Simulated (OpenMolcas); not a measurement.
## Pb2+: effect of the active space

```
Program             : OpenMolcas
Method              : CASSCF or its RAS form
Basis               : ANO-RCC-VQZP
Scalar Hamiltonian  : DKH2, point nucleus
Spin-orbit coupling : state interaction with AMFI integrals over the reference wave functions, term energies averaged over their components
```

A. 2 electrons in 4 orbitals (6s 6p); 2S+1 = 3 even, 3 roots; 2S+1 = 1 even, 7 roots; 2S+1 = 3 odd, 3 roots; 2S+1 = 1 odd, 3 roots; cost roughly 40 core-seconds
B. 2 electrons in 8 orbitals (6s 6p 7s 7p); 2S+1 = 3 even, 3 roots; 2S+1 = 1 even, 7 roots; 2S+1 = 3 odd, 3 roots; 2S+1 = 1 odd, 3 roots; cost about 30 core-seconds
C. 2 electrons in 9 orbitals (RAS2 6s 6p; RAS3 6d, at most 2 electrons); 2S+1 = 3 even, 3 roots; 2S+1 = 1 even, 6 roots; 2S+1 = 3 odd, 3 roots; 2S+1 = 1 odd, 3 roots; cost about 60 core-seconds

Energies in cm-1 above 6s2 1S0, the measured ground level; measured values from Moore, Atomic Energy Levels, vol. III, NSRDS-NBS 35 (1971 reprint of NBS Circular 467, 1958).

```
      Level      A      B      C  Measured
    6s2 1S0    0.0    0.0    0.0       0.0
6s 6p 3P* 0  55551  56638  54742     60397
6s 6p 3P* 1  59470  60540  58515     64391
6s 6p 3P* 2  70281  71361  69441          
6s 6p 1P* 1  96807  97844  92968     95340
```

Deviations, from unrounded energies. A percentage is the sum of absolute deviations over the sum of measured energies, with the sign that they share, or ± where signs differ.

```csv
Against measurement,Levels,A,B,C
mean absolute deviation (cm-1),3,3700,3400,4600
other configurations (%),3,±5.1,±4.6,-6.3
```

B lies closest to measurement on these levels and C furthest from it. The largest miss of B in the table is 6s 6p 3P* 1, by -3900 cm-1. The ranking rests on the paired levels alone, and a cruder setting can come out closer through cancelling errors.

Among A to C the level of the table that moves most is 6s 6p 1P* 1, by 4900 cm-1 (lowest in C, highest in B).

Spin-orbit splittings of 6p shells tend to come out small when the coupling is added on scalar orbitals. The run also gave levels led by 6s 7s, which use shells meant for correlation; these and all levels above them are left out (holds for B). The run also gave levels led by 6s 6d, which use shells meant for correlation; these and all levels above them are left out (holds for C). Computed and measured levels are paired by configuration, term and J; levels that our copy of the source lacks, or whose pairing is in doubt (as where it misses far off the trend of its configuration), stay unpaired and out of the deviations. Levels of configurations outside the active space are missing. Levels that lie high or do not pair safely by name in every column are left out.

* marks odd parity.
